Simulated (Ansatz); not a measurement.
Geometry optimisation, RKS revPBE/def2-SVP (Ansatz 0.2.0).

Input:

```yaml
crystal:
  periodic: [false, false, false]
  atoms:
    - { symbol: B, position_ang: [-0.134281, 0.483059, -0.07989] }
    - { symbol: F, position_ang: [-0.443658, -0.578334, 2.196861] }
    - { symbol: H, position_ang: [0.924004, -0.105262, -0.150515] }
    - { symbol: O, position_ang: [-1.302466, 0.051334, -0.654023] }
    - { symbol: H, position_ang: [-1.196243, -0.833783, -1.042656] }
    - { symbol: "N", position_ang: [-0.162276, 1.835375, 0.572219] }
    - { symbol: H, position_ang: [-1.06046, 2.324411, 0.485954] }
    - { symbol: Si, position_ang: [1.234045, 2.757179, 1.153668] }
    - { symbol: H, position_ang: [2.417306, 1.838867, 1.199903] }
    - { symbol: H, position_ang: [1.538051, 3.936059, 0.265461] }
    - { symbol: H, position_ang: [0.958633, 3.299055, 2.533288] }
    - { symbol: H, position_ang: [-0.572255, 0.34504, 2.210331] }
basis:
  gaussian: { orbitals: def2-SVP }
hamiltonian:
  xc: revpbe
relax:
  f_tol: 0.03
  max_steps: 50
output:
  orbitals: {}
```

Launched with:

```bash
$ ansatz run input.yaml --threads 4 --pin off --max-ram 5120MiB --backend cpu --events-out ev --progress --plain --runs-dir out
```

**Question.** Where does it end, and by what steps?

**Answer.** The forces met the threshold. After 11 steps the energy has fallen by 0.195 eV; F2 moved furthest, 0.91 Å.

| step | energy less start (eV) | largest force component (eV/Å) | accepted |
| --- | --- | --- | --- |
| 0 | 0.0000 | 1.542 | yes |
| 1 | -0.0405 | 2.351 | yes |
| 2 | -0.1533 | 0.894 | yes |
| 3 | -0.1727 | 0.344 | yes |
| 4 | -0.1846 | 0.110 | yes |
| 5 | -0.1879 | 0.160 | yes |
| 6 | -0.1904 | 0.212 | yes |
| 7 | -0.1928 | 0.196 | yes |
| 8 | -0.1944 | 0.133 | yes |
| 9 | -0.1950 | 0.103 | yes |
| 10 | -0.1952 | 0.049 | yes |
| 11 | -0.1953 | 0.013 | yes |

```xyz
12
Properties=species:S:1:pos:R:3
B -0.161 0.497 -0.235
F -0.114 0.002 2.809
H 0.901 -0.087 -0.355
O -1.309 0.083 -0.866
H -1.168 -0.733 -1.376
N -0.238 1.666 0.612
H -1.142 2.156 0.586
Si 1.161 2.599 1.225
H 2.327 1.667 1.321
H 1.495 3.739 0.298
H 0.807 3.170 2.568
H -0.358 0.592 2.102
```

Whether the end is a true minimum wasn't checked by a vibrational analysis.

The run took 16 s on 4 threads of Arm Neoverse V2 (shared host), peak memory 0.18 GiB.
